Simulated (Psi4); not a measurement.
Psi4 input (wB97X-D/6-31G*):

```
memory 1500 MB

molecule {
0 2
C     1.58952800    0.18519500   -0.29336500
O     0.33224300   -0.47033300   -0.35058400
Si   -1.04297300    0.05714900    0.39254300
H     1.48670600    1.26255100   -0.45660600
H     2.07172300    0.01806400    0.67348300
H     2.22124300   -0.23093000   -1.07764100
H    -1.21941700    1.52218300    0.14501600
H    -2.15374600   -0.72045300   -0.21498800
symmetry c1
no_reorient
no_com
}

set {
  basis 6-31G*
  reference uks
  scf_type pk
  dft_radial_points 99
  dft_spherical_points 590
  e_convergence 1e-8
  d_convergence 1e-7
  maxiter 150
}

e = energy('wb97x-d')
print_out(f'\nFINAL {e:.10f} DIPOLE {variable("CURRENT DIPOLE")[0]:.6f} {variable("CURRENT DIPOLE")[1]:.6f} {variable("CURRENT DIPOLE")[2]:.6f}\n')
```

Output:

```
   => Loading Basis Set <=

    Name: 6-31G*
    Role: ORBITAL
    Keyword: BASIS
    atoms 1   entry C          line   111 file 6-31gs.gbs
    atoms 2   entry O          line   145 file 6-31gs.gbs
    atoms 3   entry SI         line   268 file 6-31gs.gbs
    atoms 4-8 entry H          line    44 file 6-31gs.gbs

   => WB97X-D: Empirical Dispersion <=

    Chai and Head-Gordon Dispersion Correction
    Chai, J.-D.; Head-Gordon, M. (2010), J. Chem. Phys., 132: 6615-6620

        s6 =       1.000000

         ---------------------------------------------------------
                                   SCF
               by Justin Turney, Rob Parrish, Andy Simmonett
                          and Daniel G. A. Smith
                              UKS Reference
         ---------------------------------------------------------

  ==> Geometry <==

    Molecular point group: c1
    Full point group: C1

    Geometry (in Angstrom), charge = 0, multiplicity = 2:

       Center              X                  Y                   Z               Mass
    ------------   -----------------  -----------------  -----------------  -----------------
         C            1.589528000000     0.185195000000    -0.293365000000    12.000000000000
         O            0.332243000000    -0.470333000000    -0.350584000000    15.994914619570
         SI          -1.042973000000     0.057149000000     0.392543000000    27.976926534650
         H            1.486706000000     1.262551000000    -0.456606000000     1.007825032230
         H            2.071723000000     0.018064000000     0.673483000000     1.007825032230
         H            2.221243000000    -0.230930000000    -1.077641000000     1.007825032230
         H           -1.219417000000     1.522183000000     0.145016000000     1.007825032230
         H           -2.153746000000    -0.720453000000    -0.214988000000     1.007825032230

  Running in c1 symmetry.

  Rotational constants: A =      1.36246  B =      0.19111  C =      0.17670 [cm^-1]
  Rotational constants: A =  40845.41978  B =   5729.42948  C =   5297.24523 [MHz]
  Nuclear repulsion =  109.022818384265605

  Charge       = 0
  Multiplicity = 2
  Electrons    = 33
  Nalpha       = 17
  Nbeta        = 16

  ==> Algorithm <==

  SCF Algorithm Type is PK.
  DIIS enabled.
  MOM disabled.
  Fractional occupation disabled.
  Guess Type is SAD.
  Energy threshold   = 1.00e-08
  Density threshold  = 1.00e-07
  Integral threshold = 1.00e-12

  ==> Primary Basis <==

  Basis Set: 6-31G*
    Blend: 6-31G*
    Number of shells: 30
    Number of basis functions: 59
    Number of Cartesian functions: 59
    Spherical Harmonics?: false
    Max angular momentum: 2

  ==> DFT Potential <==

   => LibXC <=

    Version 7.1.2
    S. Lehtola, C. Steigemann, M. J. T. Oliveira, and M. A. L. Marques,  SoftwareX 7, 1–5 (2018) (10.1016/j.softx.2017.11.002)

   => Composite Functional: WB97X-D <=

    wB97X-D Hyb-GGA Exchange-Correlation Functional

    J.-D. Chai and M. Head-Gordon,  Phys. Chem. Chem. Phys. 10, 6615–6620 (2008) (10.1039/B810189B)

    Deriv               =              1
    GGA                 =           TRUE
    Meta                =          FALSE

    Exchange Hybrid     =           TRUE
    MP2 Hybrid          =          FALSE

   => Exchange-Correlation Functionals <=

    1.0000   wB97X-D range-separated functional

   => Exact (HF) Exchange <=

    0.7780            HF,LR [omega = 0.2000]
    0.2220               HF

   => LibXC Density Thresholds  <==

    XC_HYB_GGA_XC_WB97X_D:  1.00E-14

   => Molecular Quadrature <=

    Radial Scheme          =       TREUTLER
    Pruning Scheme         =           NONE
    Nuclear Scheme         =       TREUTLER

    Blocking Scheme        =         OCTREE
    BS radius alpha        =              1
    Pruning alpha          =              1
    Radial Points          =             99
    Spherical Points       =            590
    Total Points           =         445054
    Total Blocks           =           3193
    Max Points             =            256
    Max Functions          =             59
    Weights Tolerance      =       1.00E-15

  ==> Integral Setup <==

  Using in-core PK algorithm.
   Calculation information:
      Number of atoms:                   8
      Number of AO shells:              30
      Number of primitives:             77
      Number of atomic orbitals:        59
      Number of basis functions:        59

      Integral cutoff                 1.00e-12
      Number of threads:                 1

  Performing in-core PK
  Using 4702005 doubles for integral storage.
  We computed 104893 shell quartets total.
  Whereas there are 108345 unique shell quartets.

  Computing range-separated integrals for PK
  We computed 104893 wK shell quartets total.
  Whereas there are 108345 wK unique shell quartets.

  ==> DiskJK: Disk-Based J/K Matrices <==

    J tasked:                  Yes
    K tasked:                  Yes
    wK tasked:                 Yes
    Omega:               2.000E-01
    Schwarz Cutoff:          1E-12


  Cached 100.0% of DFT collocation blocks in 0.653 [GiB].

  Minimum eigenvalue in the overlap matrix is 9.0925743465E-03.
  Reciprocal condition number of the overlap matrix is 1.4447091283E-03.
    Using symmetric orthogonalization.

  ==> Pre-Iterations <==

  SCF Guess: Superposition of Atomic Densities via on-the-fly atomic UHF (no occupation information).

   -------------------------
    Irrep   Nso     Nmo
   -------------------------
     A         59      59
   -------------------------
    Total      59      59
   -------------------------

  ==> Iterations <==

                        Total Energy        Delta E     RMS |[F,P]|

   @UKS iter SAD:  -405.00588329198160   -4.05006e+02   0.00000e+00
   @UKS iter   1:  -405.62019192942591   -6.14309e-01   8.52986e-03 DIIS/ADIIS
   @UKS iter   2:  -405.58584509714763    3.43468e-02   1.04230e-02 DIIS/ADIIS
   @UKS iter   3:  -405.72847350552797   -1.42628e-01   9.75989e-04 DIIS/ADIIS
   @UKS iter   4:  -405.72979872154855   -1.32522e-03   2.89021e-04 DIIS/ADIIS
   @UKS iter   5:  -405.72996820968223   -1.69488e-04   8.09635e-05 DIIS
   @UKS iter   6:  -405.72998498323130   -1.67735e-05   1.38723e-05 DIIS
   @UKS iter   7:  -405.72998641018233   -1.42695e-06   5.09743e-06 DIIS
   @UKS iter   8:  -405.72998662458463   -2.14402e-07   1.67747e-06 DIIS
   @UKS iter   9:  -405.72998665118479   -2.66002e-08   4.50556e-07 DIIS
   @UKS iter  10:  -405.72998665326696   -2.08217e-09   1.39098e-07 DIIS
   @UKS iter  11:  -405.72998665342777   -1.60810e-10   4.02954e-08 DIIS
  Energy and wave function converged.

  ==> Post-Iterations <==

   Electrons on quadrature grid:
      Nalpha   =   17.0000003927 ; deviation = 3.927e-07
      Nbeta    =   16.0000002505 ; deviation = 2.505e-07
      Ntotal   =   33.0000006432 ; deviation = 6.432e-07

   @Spin Contamination Metric:   1.610103335E-03
   @S^2 Expected:                7.500000000E-01
   @S^2 Observed:                7.516101033E-01
   @S   Expected:                5.000000000E-01
   @S   Observed:                5.000000000E-01

    Orbital Energies [Eh]
    ---------------------

    Alpha Occupied:

       1A    -66.295269     2A    -19.280149     3A    -10.349273
       4A     -5.410080     5A     -3.756849     6A     -3.754506
       7A     -3.752478     8A     -1.118338     9A     -0.791294
      10A     -0.632636    11A     -0.547347    12A     -0.542868
      13A     -0.525960    14A     -0.437474    15A     -0.409834
      16A     -0.389042    17A     -0.271325

    Alpha Virtual:

      18A      0.090119    19A      0.150881    20A      0.186778
      21A      0.210064    22A      0.243061    23A      0.251758
      24A      0.255403    25A      0.275322    26A      0.321889
      27A      0.334746    28A      0.446357    29A      0.569879
      30A      0.638158    31A      0.658811    32A      0.682359
      33A      0.719903    34A      0.757025    35A      0.785882
      36A      0.892513    37A      0.943223    38A      0.956014
      39A      1.036221    40A      1.074238    41A      1.147840
      42A      1.182780    43A      1.200661    44A      1.237329
      45A      1.300527    46A      1.584014    47A      1.623800
      48A      1.760328    49A      1.962580    50A      2.134997
      51A      2.162546    52A      2.238264    53A      2.416520
      54A      2.465476    55A      2.709666    56A      2.842185
      57A      3.014302    58A      3.868374    59A      4.323787

    Beta Occupied:

       1A    -66.292441     2A    -19.276882     3A    -10.349371
       4A     -5.406985     5A     -3.752877     6A     -3.750622
       7A     -3.748558     8A     -1.110642     9A     -0.789521
      10A     -0.619068    11A     -0.541858    12A     -0.540057
      13A     -0.513767    14A     -0.429463    15A     -0.392558
      16A     -0.379382

    Beta Virtual:

      17A     -0.022989    18A      0.099350    19A      0.163195
      20A      0.195700    21A      0.213591    22A      0.244095
      23A      0.252678    24A      0.257738    25A      0.278359
      26A      0.332257    27A      0.348941    28A      0.457165
      29A      0.580083    30A      0.645237    31A      0.663168
      32A      0.707698    33A      0.752291    34A      0.770346
      35A      0.802206    36A      0.901660    37A      0.943768
      38A      0.960779    39A      1.037858    40A      1.079401
      41A      1.154034    42A      1.185108    43A      1.212325
      44A      1.248573    45A      1.303082    46A      1.586893
      47A      1.626498    48A      1.763102    49A      1.970701
      50A      2.136972    51A      2.164190    52A      2.240002
      53A      2.418278    54A      2.468100    55A      2.715006
      56A      2.844337    57A      3.032112    58A      3.873018
      59A      4.323887

    Final Occupation by Irrep:
              A
    DOCC [    16 ]
    SOCC [     1 ]
    NA   [    17 ]
    NB   [    16 ]

  @UKS Final Energy:  -405.72998665342777

   => Energetics <=

    Nuclear Repulsion Energy =            109.0228183842656051
    One-Electron Energy =                -775.5426221634803596
    Two-Electron Energy =                 286.8564650359166990
    DFT Exchange-Correlation Energy =     -26.0647866437573015
    Empirical Dispersion Energy =          -0.0018612663724415
    VV10 Nonlocal Energy =                  0.0000000000000000
    Total Energy =                       -405.7299866534277726

  UHF NO Occupations:
  HONO-2 :   15  A 1.9999141
  HONO-1 :   16  A 1.9993763
  HONO-0 :   17  A 1.0000000
  LUNO+0 :   18  A 0.0006237
  LUNO+1 :   19  A 0.0000859
  LUNO+2 :   20  A 0.0000535
  LUNO+3 :   21  A 0.0000210

Computation Completed

Properties will be evaluated at   0.000000,   0.000000,   0.000000 [a0]

Properties computed using the SCF density matrix

 Multipole Moments:

 ------------------------------------------------------------------------------------
     Multipole            Electronic (a.u.)      Nuclear  (a.u.)        Total (a.u.)
 ------------------------------------------------------------------------------------

 L = 1.  Multiply by 2.5417464519 to convert [e a0] to [Debye]
 Dipole X            :          0.3878126           -0.0000019            0.3878107
 Dipole Y            :          0.3493931            0.0000132            0.3494063
 Dipole Z            :          0.1016352            0.0000076            0.1016427
 Magnitude           :                                                    0.5318018

 ------------------------------------------------------------------------------------

FINAL -405.7299866534 DIPOLE 0.387811 0.349406 0.101643

*** Psi4 exiting successfully. Buy a developer a beer!
```

The geometry given is a B3LYP-D3(BJ)/def2-TZVP minimum.
